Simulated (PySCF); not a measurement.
# Partial charges of `F[SiH2]N(C[SiH3])C1CC1`

Compound: C4H12FNSi2.
Geometry (GFN2-xTB, Å), atoms numbered from 1 in this order:
```xyz
20
C4H12FNSi2 angstrom
F     -2.2345   -2.1048   -0.8480
Si    -0.7980   -1.9479   -0.1403
N     -0.1470   -0.4951   -0.7663
C     -0.9890    0.5453   -1.3424
Si    -1.5140    1.9343   -0.1385
C      1.1602   -0.0385   -0.4444
C      1.5044    0.4658    0.9320
C      2.0861   -0.8221    0.4275
H     -0.0151   -3.0886   -0.5933
H     -1.1300   -1.9700    1.2847
H     -1.8805    0.0636   -1.7435
H     -0.4567    0.9745   -2.2006
H     -2.0802    1.3362    1.0711
H     -0.3644    2.7706    0.2145
H     -2.5153    2.7486   -0.8286
H      1.6152    0.4956   -1.2763
H      0.7397    0.4016    1.6901
H      2.1490    1.3260    1.0263
H      1.7326   -1.7399    0.8674
H      3.1322   -0.8445    0.1606
```

Density: PBE0/pcSseg-1 (PySCF); schemes: Mulliken, IAO, Hirshfeld and ESP-fitted. One conformer (not necessarily the lowest) at the GFN2-xTB geometry, without solvent, vibrations or thermal averaging.

Question: Which atoms carry the lowest charge in the Mulliken, IAO, Hirshfeld and ESP-fitted schemes?

Answer: The schemes don't all agree: Mulliken N3 (-0.751); IAO F1 (-0.540); Hirshfeld F1 (-0.199); ESP-fitted C8 (-0.436).

Question: Which atoms carry the highest charge in the Mulliken, IAO, Hirshfeld and ESP-fitted schemes?

Answer: All schemes agree: Mulliken Si2 (+0.978); IAO Si2 (+1.186); Hirshfeld Si2 (+0.439); ESP-fitted Si2 (+0.705).

Question: Tabulate the Mulliken, IAO, Hirshfeld and ESP-fitted charges.

Answer: In e:

```
atom                   environment  Mulliken     IAO  Hirshfeld  ESP-fitted
  F1        silicon-bound fluorine    -0.438  -0.540     -0.199      -0.308
 Si2        fluorine-bound silicon    +0.978  +1.186     +0.439      +0.705
  N3        silicon-bound nitrogen    -0.751  -0.519     -0.176      -0.435
  C4  sp3 carbon bound to nitrogen    -0.280  -0.415     -0.109      -0.143
 Si5                  SiH3 silicon    +0.471  +0.576     +0.303      +0.368
  C6  sp3 carbon bound to nitrogen    -0.009  -0.025     +0.006      +0.064
  C7    three-membered-ring carbon    -0.205  -0.317     -0.098      -0.200
  C8    three-membered-ring carbon    -0.227  -0.299     -0.088      -0.436
  H9                 Si–H hydrogen    -0.125  -0.159     -0.080      -0.122
 H10                 Si–H hydrogen    -0.127  -0.178     -0.086      -0.114
 H11            methylene hydrogen    +0.153  +0.162     +0.040      +0.118
 H12            methylene hydrogen    +0.135  +0.141     +0.040      +0.088
 H13                 Si–H hydrogen    -0.078  -0.118     -0.076      -0.080
 H14                 Si–H hydrogen    -0.082  -0.119     -0.079      -0.117
 H15                 Si–H hydrogen    -0.086  -0.117     -0.079      -0.108
 H16              methine hydrogen    +0.115  +0.137     +0.045      +0.129
 H17            methylene hydrogen    +0.140  +0.149     +0.045      +0.113
 H18            methylene hydrogen    +0.133  +0.151     +0.048      +0.120
 H19            methylene hydrogen    +0.141  +0.144     +0.047      +0.175
 H20            methylene hydrogen    +0.140  +0.159     +0.055      +0.182
```

Mean size of the charges over all atoms: IAO 0.281 e, Mulliken 0.241 e, ESP-fitted 0.206 e, Hirshfeld 0.107 e. Each set sums to the total charge, 0, to within 0.001 e. The Hirshfeld scheme divides the density at each point in proportion to the densities of the neutral, spherically averaged free atoms. The Mulliken scheme gives each basis function's population to the atom it is centred on and halves the overlap population of two atoms between them.

Question: Sum the charges by element, for elements with more than one atom.

Answer: 
```csv
element,atoms,Mulliken,IAO,Hirshfeld,ESP-fitted
Si,2,+1.449,+1.762,+0.741,+1.073
C,4,-0.721,-1.056,-0.289,-0.714
H,12,+0.461,+0.354,-0.079,+0.384
```

Question: How many electrons does the IAO scheme count on F1?

Answer: Z − q = 9 − (-0.540) = 9.540.
